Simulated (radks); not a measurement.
All-electron atom: Ni II in [Ar] 3d7.5 4s1 4p0.5 (fractional occupations, a model configuration). Calculated with a radial shooting solver on a logarithmic mesh with Libxc functionals: scalar-relativistic Kohn-Sham, PBEsol, spin-unpolarised, spherical densities, finite nucleus; Fermi nuclear charge, rms radius 3.7757 fm. Some entries of the table are withheld. Estimate them.

orbital,occ.,eigenvalue (hartree),<r> (bohr),r(max) (bohr)
1s,2,-301.9958,0.05412,0.03542
2s,2,-36.54592,0.2451,0.2047
2p,6,-31.52211,(1),0.1649
3s,2,-4.56048,0.7389,0.6392
3p,6,(2),0.7754,0.6462
3d,7.5,-0.79619,0.9533,0.6246
4s,1,-0.53591,2.453,2.068
4p,0.5,-0.31463,3.104,2.564

Answer. 
(1) 2p <r> (bohr): 0.2154
(2) 3p eigenvalue (hartree): -3.10516
